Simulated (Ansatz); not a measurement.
The same molecule with X = O, S, Se. Ansatz, PBE0-D4/def2-TZVP geometries, multiplicity 1. Each molecule was computed in one conformer, which needn't be the lowest.

Scalar relativity is left out up to krypton.

```csv
X,molecule,mean X–B bond length / Å,mean X–H bond length / Å,LUMO energy (B3LYP/def2-TZVPP) / eV,HOMO energy (ωB97M-V/def2-TZVPP) / eV,HOMO–LUMO gap (ωB97M-V/def2-TZVPP) / eV
S,`SB(Cl)Cl`,1.787,1.343,-1.48,-10.49,11.28
Se,`ClB(Cl)[SeH]`,1.927,1.468,-1.59,-9.93,10.55
```

Q: Give the row for X = O, `OB(Cl)Cl`. (An estimate is asked.)

A: The calculation gave: 
| X | molecule | mean X–B bond length / Å | mean X–H bond length / Å | LUMO energy (B3LYP/def2-TZVPP) / eV | HOMO energy (ωB97M-V/def2-TZVPP) / eV | HOMO–LUMO gap (ωB97M-V/def2-TZVPP) / eV |
| --- | --- | --- | --- | --- | --- | --- |
| O | `OB(Cl)Cl` | 1.341 | 0.962 | -0.57 | -11.35 | 13.15 |

From O to Se the mean X–B bond length rises at each step, by 0.586 Å in all; the mean X–H bond length rises at each step, by 0.506 Å in all; the LUMO energy (B3LYP/def2-TZVPP) falls at each step, by 1.02 eV in all; the HOMO energy (ωB97M-V/def2-TZVPP) rises at each step, by 1.42 eV in all; the HOMO–LUMO gap (ωB97M-V/def2-TZVPP) falls at each step, by 2.60 eV in all. Bonds lengthen as the atom grows down the group.

B3LYP here is the variant with VWN-RPA as its local correlation; programs differ in this.

Spin–orbit coupling is left out; it splits and shifts lone-pair levels of the heavy atoms by tenths of an eV.
